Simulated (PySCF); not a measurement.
## Orbital picture of YSe

PBE0 at R = 2.400 Å; PySCF, spin-free X2C with a Gaussian nucleus, basis sets Y x2c-TZVPPall, Se x2c-TZVPPall. State: ²Σ⁺ (doublet), unpaired electrons σ ↑. Only the outer orbitals are listed, counted within each symmetry.

```json
{"spin": "α", "orbital": "7π", "occ.": "1", "ε (eV)": "-30.47", "on Y (%)": "100", "main shells (%)": "100 Y p"}
{"spin": "α", "orbital": "7π", "occ.": "1", "ε (eV)": "-30.47", "on Y (%)": "100", "main shells (%)": "100 Y p"}
{"spin": "α", "orbital": "14σ", "occ.": "1", "ε (eV)": "-30.36", "on Y (%)": "97", "main shells (%)": "98 Y p"}
{"spin": "α", "orbital": "15σ", "occ.": "1", "ε (eV)": "-16.84", "on Y (%)": "9", "main shells (%)": "90 Se s"}
{"spin": "α", "orbital": "16σ", "occ.": "1", "ε (eV)": "-6.64", "on Y (%)": "30", "main shells (%)": "67 Se p, 15 Y d, 14 Y s"}
{"spin": "α", "orbital": "8π", "occ.": "1", "ε (eV)": "-6.11", "on Y (%)": "26", "main shells (%)": "74 Se p, 21 Y d"}
{"spin": "α", "orbital": "8π", "occ.": "1", "ε (eV)": "-6.11", "on Y (%)": "26", "main shells (%)": "74 Se p, 21 Y d"}
{"spin": "α", "orbital": "17σ", "occ.": "1", "ε (eV)": "-4.90", "on Y (%)": "98", "main shells (%)": "73 Y s, 19 Y d"}
{"spin": "α", "orbital": "3δ", "occ.": "0", "ε (eV)": "-2.01", "on Y (%)": "100", "main shells (%)": "99 Y d"}
{"spin": "α", "orbital": "3δ", "occ.": "0", "ε (eV)": "-2.01", "on Y (%)": "100", "main shells (%)": "99 Y d"}
{"spin": "α", "orbital": "9π", "occ.": "0", "ε (eV)": "-1.90", "on Y (%)": "95", "main shells (%)": "53 Y p, 42 Y d"}
{"spin": "β", "orbital": "7π", "occ.": "1", "ε (eV)": "-30.27", "on Y (%)": "100", "main shells (%)": "100 Y p"}
{"spin": "β", "orbital": "7π", "occ.": "1", "ε (eV)": "-30.27", "on Y (%)": "100", "main shells (%)": "100 Y p"}
{"spin": "β", "orbital": "14σ", "occ.": "1", "ε (eV)": "-30.04", "on Y (%)": "97", "main shells (%)": "97 Y p"}
{"spin": "β", "orbital": "15σ", "occ.": "1", "ε (eV)": "-16.84", "on Y (%)": "9", "main shells (%)": "91 Se s"}
{"spin": "β", "orbital": "16σ", "occ.": "1", "ε (eV)": "-6.51", "on Y (%)": "27", "main shells (%)": "70 Se p, 15 Y d, 12 Y s"}
{"spin": "β", "orbital": "8π", "occ.": "1", "ε (eV)": "-6.11", "on Y (%)": "24", "main shells (%)": "76 Se p, 19 Y d"}
{"spin": "β", "orbital": "8π", "occ.": "1", "ε (eV)": "-6.11", "on Y (%)": "24", "main shells (%)": "76 Se p, 19 Y d"}
{"spin": "β", "orbital": "17σ", "occ.": "0", "ε (eV)": "-2.72", "on Y (%)": "98", "main shells (%)": "78 Y s, 12 Y d, 8 Y p"}
{"spin": "β", "orbital": "3δ", "occ.": "0", "ε (eV)": "-1.43", "on Y (%)": "100", "main shells (%)": "100 Y d"}
{"spin": "β", "orbital": "3δ", "occ.": "0", "ε (eV)": "-1.43", "on Y (%)": "100", "main shells (%)": "100 Y d"}
```

Problem. Which are the highest filled and the lowest empty level, where do they sit, and how wide is the gap?

Solution. Highest filled α 17σ at -4.90 eV (in %: 73 Y s, 19 Y d); lowest empty β 17σ at -2.72 eV (in %: 78 Y s, 12 Y d, 8 Y p); the gap at PBE0 is 2.18 eV.

```
bond order (Mayer)                              : 2.47
⟨S²⟩                                            : 0.753
charge on Y (Mulliken, basis-dependent)         : 0.32
charge on Y (Löwdin, basis-dependent)           : -0.47
dipole moment (positive dipole means Y(−)Se(+)) : -6.49 D
polarisability along the bond                   : 160.8 bohr³
polarisability across the bond                  : 156.2 bohr³
```

Spin–orbit coupling is left out. The state is the lowest single determinant that the PBE0 search found; with open d or f shells the true ground state can be another one.
